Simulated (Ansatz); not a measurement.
`C[SiH2][AsH2]` + `[CH3][AlH][SH]` → `C[SiH2][CH2][AlH][SH]` + arsine  (formal exchange of groups at the Si–As bond)

Gas-phase electronic energies from Ansatz, PBE0-D4/def2-TZVP geometries. CCSD(T)/CBS adds triple-zeta CCSD(T) − MP2 to the extrapolated MP2 energy (def2 sets, frozen cores). This one scheme is used for every species. Functionals use def2-TZVPP. B3LYP here is the variant with VWN-RPA as its local correlation; programs differ in this. For As outer-core shells are correlated without core-valence functions, which leaves a few kJ/mol of doubt a bond. Scalar relativity is left out up to krypton. One conformer a species, not always the lowest.

| level | ΔE (kJ/mol) | difference from CCSD(T)/CBS |
| --- | --- | --- |
| PBE0-D4 | 22.1 | 3.3 |
| B3LYP-D4 | 19.6 | 0.8 |
| ωB97X-V | 17.7 | -1.1 |
| ωB97M-V | 15.9 | -2.9 |
| B2PLYP | 23.0 | 4.2 |
| PBE0 | 26.7 | 7.9 |
| B3LYP | 27.1 | 8.3 |
| MP2/def2-TZVPP | 18.0 | -0.8 |
| SCS-MP2/def2-TZVPP | 17.8 | -1.0 |
| CCSD/def2-TZVPP | 17.9 | -0.9 |
| CCSD(T)/def2-TZVPP | 16.9 | -1.9 |
| HF/def2-QZVPP | 22.8 | 4.0 |
| MP2/def2-QZVPP | 18.8 | 0.0 |
| SCS-MP2/def2-QZVPP | 18.4 | -0.4 |
| MP2/CBS(def2) | 19.9 | 1.1 |
| CCSD/CBS(def2) | 19.8 | 1.0 |
| CCSD(T)/CBS | 18.8 | 0 |

Largest T1 diagnostic among the species: 0.011.

The D4 term adds −7.5 kJ/mol with B3LYP and −4.6 kJ/mol with PBE0; it sums over pairs of atoms, weighted by their polarisabilities, and B3LYP, whose exchange is more repulsive, gets the larger term. In def2-TZVPP, CCSD(T) changes the Hartree–Fock value by −6.7 kJ/mol (the triples alone add −1.0 kJ/mol) and MP2 by −5.6 kJ/mol.
